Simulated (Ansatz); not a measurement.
Reaction (isomerisation): `O=[C]([SiH3])[GaH2]` → `[CH2]1O[SiH2][GaH]1`

Program: Ansatz. Geometries: PBE0-D4/def2-TZVP. ΔE: electronic, gas phase. CCSD(T)/CBS is the MP2 limit (def2-TZVPP, def2-QZVPP) plus CCSD(T) − MP2 in def2-TZVPP, frozen cores. For Ga outer-core shells are correlated without core-valence functions, which leaves a few kJ/mol of doubt a bond. Scalar relativity is left out up to krypton.

| species | CCSD(T)/CBS(def2) energy (Eh) |
| --- | --- |
| `O=[C]([SiH3])[GaH2]` | -2329.18469 |
| `[CH2]1O[SiH2][GaH]1` | -2329.23148 |

Question: Work out ΔE.

Answer: ΔE = (-2329.23148) − (-2329.18469) = -0.04679 Eh = -122.8 kJ/mol.

Largest T1 diagnostic among the species: 0.018.

In def2-TZVPP, CCSD(T) changes the Hartree–Fock value by −14.6 kJ/mol (the triples alone add +2.7 kJ/mol) and MP2 by −26.0 kJ/mol. From PBE to PBE0 (25 % exact exchange), in def2-TZVPP and without D4, ΔE moves by −16.4 kJ/mol.
